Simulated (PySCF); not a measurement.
C₃H₉OSi, SMILES CO[Si](C)C, multiplicity 2.

Geometry optimised at B3LYP-D3(BJ)/def2-SVP. The isomer is the one that the SMILES or the coordinates give; other isomers of the formula were not compared. One conformer was computed; it need not be the lowest.

Two levels are set side by side: PBE/def2-TZVP (PySCF) and B3LYP/def2-TZVP (PySCF). Same geometry, gas phase. Differences are taken from unrounded values.

| quantity | B3LYP |
|---|---|
| α-spin orbital gap (eV) | 5.86 |
| β-spin orbital gap (eV) | 5.76 |
| dipole moment (D) | 0.91 |
| mean polarisability (bohr³) | 71.1 |

**Question.** What does PBE give, and how far is it from B3LYP? (An estimate is asked for; the answer gives what the named calculation found.)

**Answer.** 
| quantity | PBE | PBE minus B3LYP |
|---|---|---|
| α-spin orbital gap (eV) | 4.40 | -1.46 |
| β-spin orbital gap (eV) | 4.05 | -1.71 |
| dipole moment (D) | 0.90 | -0.01 |
| mean polarisability (bohr³) | 73.6 | 2.5 |

PBE's more diffuse valence density responds more strongly to a field. Differences between two approximate levels are no errors against the true value.

Rough cost on one machine, each run with all the roots and properties that it gave: B3LYP against PBE within a factor of 2.
